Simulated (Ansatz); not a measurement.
System: SnOH3, charge 0, doublet. SnOH3 (SMILES [SnH2][OH], doublet).
B3LYP-D3(BJ)/def2-TZVP minimum from Ansatz (an electronic-structure program):
```
Sn
O 1 1.9949
H 2 0.9633 1 113.61
H 1 1.7324 2 101.07 3 163.31
H 1 1.7454 4 111.18 2 112.58
```
Charge 0, spin multiplicity 2.

Total energies in def2-SVP, 13 correlated electrons, 10 frozen orbitals. UHF or UKS for unpaired electrons; spin-orbit terms are left out. Cores are frozen in correlated methods (noble-gas shells, and filled d and f shells in the p block). Past Kr the def2 sets carry scalar-relativistic core potentials. Spin-orbit terms, left out, reach several kcal/mol for Br and I, and more for heavier atoms.

```csv
method,program,energy (Eh),minus CCSDT(Q) (mEh)
HF,Ansatz,-289.85645,298.74
MP2,Ansatz,-290.12550,29.70
CCSD,Ansatz,-290.14712,8.07
CCSD(T),Ansatz,-290.15357,1.62
CCSDT(Q),Ansatz,-290.15519,0.00
```

Rough core times of Ansatz's runs on a shared machine: CCSD(T) under 20 s, CCSDT(Q) 3 min.
